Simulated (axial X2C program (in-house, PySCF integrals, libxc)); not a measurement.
# Nuclear properties of TaTe⁺

Calculated with an axial X2C code built on PySCF integrals: two-component X2C with atomic mean-field Coulomb and Gaunt terms, Gaussian nuclei, basis Ta dyall-cv3z, Te dyall-cv3z with contracted cores.

R = 2.439 Å (near the PBE0 minimum at charge 1 of the determinant lowest at the starting distance; the state shown can have its own minimum elsewhere).

Input and command:
```json
{"zs": [73, 52], "q": 1, "bas": ["dyall-cv3z", "dyall-cv3z"], "r0": 2.54, "levels": ["PBE0", "HF", "BP86", "PBE", "LDA"], "nst": 2}
```
```bash
python soeom.py task.json out
```

Keys: zs atomic numbers; q charge; bas basis sets; r0 starting distance in Å; levels methods; nst determinants followed.

Determinant lowest in the PBE0 search, Ω = 1 (⟨Sz⟩ = -0.99, ⟨Lz⟩ = 1.99 at PBE0), spin on the atoms Ta -1.32, Te 0.34:

```json
{"level": "PBE0", "Eeff magnitude (GV/cm)": "12.8", "Ws magnitude Ta (kHz)": "10.2", "A∥/gI Ta (MHz)": "-3750", "qzz Ta (a.u.)": "-2.51", "A∥/gI Te (MHz)": "-307", "qzz Te (a.u.)": "-2.46"}
{"level": "HF", "Eeff magnitude (GV/cm)": "1.76", "Ws magnitude Ta (kHz)": "0.863", "A∥/gI Ta (MHz)": "-3500", "qzz Ta (a.u.)": "-4.16", "A∥/gI Te (MHz)": "-403", "qzz Te (a.u.)": "-6.14"}
{"level": "BP86", "Eeff magnitude (GV/cm)": "16.3", "Ws magnitude Ta (kHz)": "13.3", "A∥/gI Ta (MHz)": "-3810", "qzz Ta (a.u.)": "-2.51", "A∥/gI Te (MHz)": "-219", "qzz Te (a.u.)": "-1.99"}
{"level": "PBE", "Eeff magnitude (GV/cm)": "15.7", "Ws magnitude Ta (kHz)": "12.9", "A∥/gI Ta (MHz)": "-3670", "qzz Ta (a.u.)": "-2.56", "A∥/gI Te (MHz)": "-234", "qzz Te (a.u.)": "-2.05"}
{"level": "LDA", "Eeff magnitude (GV/cm)": "16.8", "Ws magnitude Ta (kHz)": "13.7", "A∥/gI Ta (MHz)": "-3830", "qzz Ta (a.u.)": "-2.52", "A∥/gI Te (MHz)": "-191", "qzz Te (a.u.)": "-1.99"}
```

Eeff is the effective electric field on the electron electric dipole moment in this Ω state and Ws the scalar–pseudoscalar constant of the nucleus named (defined with the proton number Z and per Ω); A∥ (defined per Ω) follows by multiplying with gI = μI/(I μN); qzz is the electric field gradient, eQq0 = 234.96 MHz × Q/barn × qzz. The operators were transformed with the bare-nucleus X2C matrices; with these basis sets, hyperfine constants and field gradients can be off by tens of per cent, and where levels differ in sign neither size nor sign is settled.

Task: With gI(181Ta) = 0.6773, Q(181Ta) = 3.17 barn (g factors from the IAEA table of nuclear moments by Stone; Q from Pyykkö, Mol. Phys. 2018), turn the PBE0 values of the first state into constants in MHz.

Result: A∥(181Ta) = -3750 × 0.6773 = -2540 MHz; eQq0(181Ta) = 234.96 × (3.17) × (-2.51) = -1870 MHz.

Each state is one determinant with collinear spin, which with several unpaired electrons need not be a pure state. Unrestricted Hartree–Fock can overshoot spin polarisation at the nuclei. With several open shells hyperfine constants can be off by a factor of several. Where Eeff spreads by more than a factor of two the levels disagree and none is to be relied on. In the state Ω = 1 the atomic spins oppose each other (-1.32, 0.34): a broken-symmetry determinant whose values are not spin-projected. Open-shell Ω = 0 determinants with evenly filled partner blocks cannot be reached by this program, so the Ω shown need not be the lowest component. The search compared states at one distance, so a state with another bond length can lie lower. Further determinants of the search, some of them spin-mixed, are not shown. Where a field gradient or hyperfine factor spreads by more than a factor of two over the levels, a constant derived from it is not to be relied on.
